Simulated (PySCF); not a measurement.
## TDDFT excited states: C3H8Cl2O2Si

Species: C3H8Cl2O2Si.
InChI=1S/C3H8Cl2O2Si/c1-6-8-7-2-3(4)5/h3H,2,8H2,1H3

Method: TDDFT wB97X-D/def2-SVPD, vertical, gas phase, core orbitals frozen in the response (PySCF 2.14.0, density-fitted response routines). The structure is a single PBE0-D3(BJ)/def2-SVP conformer in the gas phase; no vibrational or solvent corrections. Torsions of this conformer, `[CH3:1][O:2][SiH2:3][O:4][CH2:5][CH:6]([Cl:7])[Cl:8]`: C1–O2–Si3–O4 103°, O2–Si3–O4–C5 -19°, Si3–O4–C5–C6 -96°, O4–C5–C6–Cl7 63°.

```csv
state,E (eV),λ (nm),f,|μ| (D),"main configurations (H = HOMO, L = LUMO)"
S1,7.07,175.3,0.0025,0.31,"H→L (40%), H-2→L (19%), H-4→L (15%)"
S2,7.28,170.2,0.014,0.72,"H-2→L (45%), H-3→L (31%)"
S3,7.51,165.1,0.0028,0.32,"H-5→L (44%), H→L+1 (16%)"
S4,7.71,160.9,0.0098,0.58,"H-6→L (19%), H-7→L (15%), H-2→L+1 (13%)"
S5,7.81,158.7,0.0025,0.29,"H→L+2 (50%), H→L+3 (13%)"
S6,8.00,154.9,0.010,0.58,"H→L+1 (21%), H-1→L+2 (19%), H→L+4 (11%)"
```

The lowest singlet comes at 175 nm (682 kJ/mol) in the vacuum ultraviolet; it is very weak; its leading configuration is HOMO→LUMO (40%). The strongest level in the table is S2 at 7.28 eV (170 nm, f = 0.014). Löwdin shares by element: HOMO oxygen 37%, silicon 13%, hydrogen 9% or more (atoms not listed hold the other 42%); LUMO chlorine 65%, carbon 23% or more. The listed states span 0.93 eV. Orbital energies (eV): HOMO-3 -10.98, HOMO-2 -10.78, HOMO-1 -10.50, HOMO -10.18, LUMO 1.48, LUMO+1 1.98, LUMO+2 2.11. The oscillator strengths of these states sum to 0.042; summed over the whole spectrum of an exact calculation they would give the number of electrons, 90 (Thomas–Reiche–Kuhn). The window holds the lowest 6 singlets.
